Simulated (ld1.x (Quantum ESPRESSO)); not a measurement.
**Configuration tests for Sb (ultrasoft)**

Sb (Z = 51), ultrasoft, made with ld1.x (Quantum ESPRESSO) 7.5 (Wu–Cohen, scalar-relativistic). Core [Kr], reference 4d10 5s2 5p2.5 (charge +0.5). Waves: 5s (bound): rcut 1.50, rcutus 1.85 bohr; 5s channel at 0.4 Ry: rcut 1.50, rcutus 1.85 bohr; 5p (bound): rcut 1.70, rcutus 2.10 bohr; 5p channel at 0.65 Ry: rcut 1.70, rcutus 2.10 bohr; 4d (bound): rcut 1.05, rcutus 1.30 bohr; 4d channel at -2.05 Ry: rcut 1.05, rcutus 1.30 bohr. Local part: all-electron potential smoothed inside 1.05 bohr (lloc = -1). Core correction: none. Augmentation charge: PSQ, radius 1.10 bohr.

Energies are relative to the spin-unpolarised reference configuration 4d10 5s2 5p2.5; without spin polarisation the order of configurations can differ from experiment.

```csv
valence configuration,charge,ΔE all-electron (eV),error AE − PS (meV)
4d10 5s2 5p3,0,-3.275,+0.7
4d10 5s2 5p1,+2,21.116,-7.3
4d9 5s2 5p3,+1,37.400,-83
4d10 5s1 5p0,+4,89.966,-41
4d10 5s1 5p3,+1,13.857,-1.7
```

Task: What are ΔE and the potential's error for 4d10 5s1 5p4?

Result: ΔE = 4.878 eV all-electron; the error (AE − PS) is +0.4 meV.

Task: What are ΔE and the potential's error for 4d10 5s2 5p2?

Result: ΔE = 5.078 eV all-electron; the error (AE − PS) is -1.4 meV.

Levels in the configuration 4d10 5s2 5p2:

| level | all-electron (eV) | pseudo (eV) |
| --- | --- | --- |
| 4d | -41.966 | -41.971 |
| 5s | -20.743 | -20.744 |
| 5p | -12.049 | -12.049 |

Note: ghost states, extra bound levels that the all-electron valence spectrum of the same l lacks: s at -441.2 eV, p at -138.4 eV. A true bound ghost makes a file unfit for plane-wave use.
